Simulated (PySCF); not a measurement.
C₂H₁₀OSi₃, SMILES O[Si@@H]1C[C@H]([SiH3])[SiH2]1. Atoms are numbered in the order given.

```xyz
16

O      2.8140     1.3985     0.2989
Si     1.6268     0.4182    -0.3508
C     -0.1634     1.0546    -0.5922
C     -0.8791    -0.3393    -0.5017
Si    -2.7036    -0.2743    -0.0439
Si     0.3387    -1.2289     0.7066
H      2.6863     1.7013     1.2055
H      2.1862    -0.0513    -1.6483
H     -0.3906     1.6188    -1.5111
H     -0.4553     1.6910     0.2625
H     -0.7895    -0.8642    -1.4704
H     -3.2735    -1.6513     0.0630
H     -3.4979     0.4871    -1.0566
H     -2.8534     0.4097     1.2758
H      0.4820    -2.7072     0.5583
H     -0.0181    -0.9229     2.1269
```
Charge 0, spin multiplicity 1.

Geometry optimised at B3LYP-D3(BJ)/def2-SVP. The structure was generated by enumeration; whether it is a known compound was not checked. Other conformers were not sampled.

Two levels are set side by side: PBE/pcSseg-1 (PySCF) and HF/pcSseg-1 (PySCF). GIAO shifts against H2O (¹⁷O), TMS (²⁹Si), TMS (¹H), TMS (¹³C) at the same level; non-relativistic, no solvent, atoms listed together averaged. Differences are taken from unrounded values.

```tsv
quantity	HF
δ(¹⁷O) of O1 (ppm)	37.5
δ(²⁹Si) of Si2 (ppm)	-5.1
δ(¹³C) of C3 (ppm)	21.4
δ(¹³C) of C4 (ppm)	-12.1
δ(²⁹Si) of Si5 (ppm)	-50.2
δ(²⁹Si) of Si6 (ppm)	-31.8
δ(¹H) of H7 (ppm)	2.19
δ(¹H) of H8 (ppm)	4.90
δ(¹H) of H11 (ppm)	-0.29
```

### Question
What does PBE give, and how far is it from HF? (An estimate is asked for; the answer gives what the named calculation found.)

### Answer

| quantity | PBE | PBE minus HF |
|---|---|---|
| δ(¹⁷O) of O1 (ppm) | 77.7 | 40.2 |
| δ(²⁹Si) of Si2 (ppm) | -3.0 | 2.1 |
| δ(¹³C) of C3 (ppm) | 32.7 | 11.3 |
| δ(¹³C) of C4 (ppm) | -6.0 | 6.2 |
| δ(²⁹Si) of Si5 (ppm) | -59.7 | -9.5 |
| δ(²⁹Si) of Si6 (ppm) | -33.9 | -2.1 |
| δ(¹H) of H7 (ppm) | 2.06 | -0.13 |
| δ(¹H) of H8 (ppm) | 5.53 | 0.64 |
| δ(¹H) of H11 (ppm) | 0.45 | 0.74 |

Rough cost on one machine, each run with all the roots and properties that it gave: HF against PBE within a factor of 2.
